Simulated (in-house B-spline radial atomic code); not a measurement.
The numbers below are computed, except where a source is named.
# C6 from the polarisability at imaginary frequency: Sc IV (Sc3+)

BLYP linear response of the closed shell [Ne] 3s2 3p6, from an all-electron radial atomic-structure program (B-spline basis); non-relativistic, point nucleus, no spin-orbit coupling.

The dispersion coefficient of two like species is C6 = (3/π) ∫ α(iu)² du from 0 to ∞.

| u (hartree) | α(iu) (bohr³) |
| --- | --- |
| 0 | 2.173 |
| 0.24 | 2.123 |
| 0.56 | 1.927 |
| 0.96 | 1.587 |
| 1.6 | 1.088 |
| 2.4 | 0.6897 |
| 3.6 | 0.3936 |
| 5.6 | 0.2006 |
| 8 | 0.1145 |
| 12 | 0.06048 |
| 20 | 0.02689 |
| 40 | 0.008415 |

(1) Fit one oscillator, α(iu) = α(0)/(1 + u²/ω²), through u = 1.6 and estimate C6.

(2) How does that compare with the full integral?

Answers

(1) From α(0)/α(iu) − 1 = 2.173/1.088 − 1 = 0.9972, ω = u/√0.9972 = 1.6022 hartree (43.6 eV). London's formula gives C6 = (3/4) α(0)² ω = 0.75 × 2.173² × 1.6022 = 5.674 hartree·bohr⁶, and the oscillator holds f = α(0) ω² = 5.58 electrons, of a sum of oscillator strengths of 18.0.

(2) The program's quadrature over all excitations gives C6 = 5.767, so the single oscillator is off by -1.6 %. At the last point the fit gives α = 0.00348 against 0.00841: higher excitations, and deeper shells where there are any, keep the true curve higher at large u.
